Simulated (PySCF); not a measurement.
C6H10FO (doublet state).
Geometry (GFN2-xTB, Å), atoms numbered from 1 in this order:
```
atom  x, y, z in Å
C1    -3.0051    0.5348   -1.1687
C2    -2.6301    0.1164    0.0243
C3    -1.2992   -0.5139    0.3095
F4    -1.0347   -0.3177    1.7008
C5    -0.1930    0.0236   -0.4959
O6     0.7899   -0.8297   -0.8846
C7     2.0524   -0.2592   -1.1556
C8     2.8053    0.0719    0.1300
H9    -3.9755    0.9678   -1.3371
H10   -2.3546    0.4516   -2.0236
H11   -3.2805    0.1940    0.8839
H12   -1.3437   -1.6064    0.2038
H13   -0.0233    1.0863   -0.5622
H14    2.5936   -1.0121   -1.7343
H15    1.9317    0.6451   -1.7674
H16    2.9475   -0.8299    0.7194
H17    2.2358    0.7835    0.7235
H18    3.7748    0.5004   -0.1067
```

The hyperfine couplings belong to this conformer and change with its torsions.

As a line formula: `C=C[C@H](F)[CH]OCC` [radical].

Computed, not measured: PySCF, UKS B3LYP, pcH-1 on C F H O, non-relativistic, mean-field spin-orbit, GIAO. Isolated species at its GFN2-xTB geometry (one conformer only). Couplings are sensitive to structure, and on GFN2-xTB geometries they can be far from those on DFT ones. The SCF solution wasn't tested for stability.

Principal values of hyperfine tensors in MHz (contact and dipolar terms together), for some of the nuclei:

```json
{"atom": "C5", "isotope": "13C", "A1": "27.42", "A2": "28.40", "A3": "243.93"}
{"atom": "H13", "isotope": "1H", "A1": "-89.85", "A2": "-57.45", "A3": "-21.10"}
{"atom": "O6", "isotope": "17O", "A1": "-108.62", "A2": "-1.84", "A3": "0.68"}
{"atom": "C1", "isotope": "13C", "A1": "12.80", "A2": "14.44", "A3": "17.08"}
{"atom": "C2", "isotope": "13C", "A1": "7.23", "A2": "7.60", "A3": "11.74"}
{"atom": "H15", "isotope": "1H", "A1": "4.26", "A2": "4.46", "A3": "15.41"}
{"atom": "H11", "isotope": "1H", "A1": "2.72", "A2": "3.74", "A3": "8.27"}
{"atom": "H12", "isotope": "1H", "A1": "-1.62", "A2": "1.20", "A3": "14.46"}
```

**Question.** Split each tensor into its isotropic and traceless parts, and turn a_iso into mT with g = 2.0031.

**Answer.** a_iso = (A1 + A2 + A3)/3, Ti = Ai − a_iso; 1 mT corresponds to 28.035 MHz.

```
atom  a_iso (MHz)  a_iso (mT)      T1      T2      T3
  C5        99.91       3.564  -72.50  -71.52  144.02
 H13       -56.13      -2.002  -33.71   -1.32   35.03
  O6       -36.59      -1.305  -72.03   34.75   37.28
  C1        14.77       0.527   -1.97   -0.34    2.31
  C2         8.86       0.316   -1.63   -1.26    2.88
 H15         8.05       0.287   -3.79   -3.58    7.37
 H11         4.91       0.175   -2.20   -1.17    3.36
 H12         4.68       0.167   -6.30   -3.48    9.78
```

**Question.** What spin density at the nucleus of C1 lies behind its contact coupling (g_N = 1.40482)?

**Answer.** a_FC = 800.24 MHz bohr³ × g_N × ρ(0)/(2S). With a_FC = 14.77 MHz and 2S = 1, ρ(0) = 0.01314 bohr⁻³.

**Question.** F4 (19F, g_N = 5.25774) isn't in the table. Its spin density at the nucleus is 0.08318 bohr⁻³. What is its contact coupling?

**Answer.** By the same relation, a_FC = 350.0 MHz. Its full tensor has the principal values 220.01, 229.07, 600.89 MHz.

**Question.** Which nucleus of the table has the largest anisotropic coupling, and what is its form?

**Answer.** C5: -72.5, -71.5, 144.0 MHz, axial, in the ratio −1:−1:+2, the form that spin in one p orbital centred on that nucleus gives.

**Question.** What first-order splitting does C5 cause when the field lies along A1, A2 or A3 of its tensor (g taken as isotropic, no quadrupole term)?

**Answer.** 2 lines (I = 1/2), spaced by |A_i|/(g × 13.996): 0.98, 1.01, 8.70 mT along the axes of A1, A2 and A3.
